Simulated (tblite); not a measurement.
C6H17N2Si (SMILES [CH2]N(C)[Si](C)(C)N(C)C), doublet, geometry from GFN2-xTB; GFN1-xTB run with tblite.

tblite was given this input:
```
$ tblite run mol.xyz --method gfn1 --charge 0 --spin 1 --guess eeq --json tblite.json --no-restart

# file mol.xyz
26

C      1.99887438    -0.61218076     1.37139300
N      1.48294444    -0.38219226     0.11488031
C      2.04995965    -1.19998637    -0.92944207
Si     0.02714990     0.54394975    -0.15100651
C      0.04820866     2.01963820     1.06406001
C      0.01045961     1.17919464    -1.94258698
N     -1.33611801    -0.51418323     0.04241076
C     -1.38637030    -1.45533507     1.13798841
C     -2.65189915    -0.18620246    -0.45382524
H      2.95664962    -1.09163137     1.44211142
H      1.66774144     0.02183304     2.16694541
H      3.14005493    -1.12252022    -0.91465306
H      1.68482833    -0.87041363    -1.89690331
H      1.78155481    -2.25226099    -0.79518138
H     -0.16149612     1.69578935     2.07906960
H     -0.71320111     2.74656154     0.79638251
H      1.00376421     2.53414806     1.07383447
H      0.98981603     1.53612881    -2.24233483
H     -0.67693505     2.01192047    -2.04285046
H     -0.29889907     0.41359588    -2.64592100
H     -1.95552556    -1.05887956     1.98759555
H     -1.86722027    -2.38135009     0.80943512
H     -0.37680172    -1.67954212     1.47205105
H     -2.56622130     0.48791792    -1.30014908
H     -3.16320212    -1.09726262    -0.77777079
H     -3.26818774     0.29452810     0.31586946
```

Task: What does tblite print? Leave out banner, timings and long lists.

Result: 
```
xTB calculator
 | screened Coulomb repulsion
 | Coulomb electrostatics
 |  * isotropic Klopman-Ohno-Mataga-Nishimoto electrostatics
 |  * onsite third-order electrostatics
 | DFT-D3(BJ) dispersion correction

halogen bonding energy    0.0000000000000E+00 Eh
repulsion energy          3.8882559910436E-01 Eh
dispersion energy        -1.3193267001592E-02 Eh
number of electrons       5.5000000000000E+01 e
integral cutoff           2.8146159136829E+01 bohr

------------------------------------------------------------
  cycle        total energy    energy error   density error
------------------------------------------------------------
      1     -30.00820915968  -3.0383841E+01   5.4702111E-01
      2     -30.05059264508  -4.2383485E-02   3.3160714E-01
      3     -30.05073286404  -1.4021896E-04   4.3452559E-02
      4     -30.05312666944  -2.3938054E-03   9.1085827E-03
      5     -30.05325645341  -1.2978397E-04   1.6796965E-03
      6     -30.05326387353  -7.4201151E-06   8.8893458E-04
      7     -30.05326720461  -3.3310848E-06   2.6853822E-04
      8     -30.05326730228  -9.7666653E-08   6.1191253E-05
      9     -30.05326730891  -6.6280919E-09   4.8164080E-06
------------------------------------------------------------

electronic energy        -3.0428899641008E+01 Eh
total energy             -3.0053267308905E+01 Eh

Post processing:
 | Mayer-Wiberg bond orders

[Info] JSON dump of results written to 'tblite.json'
```
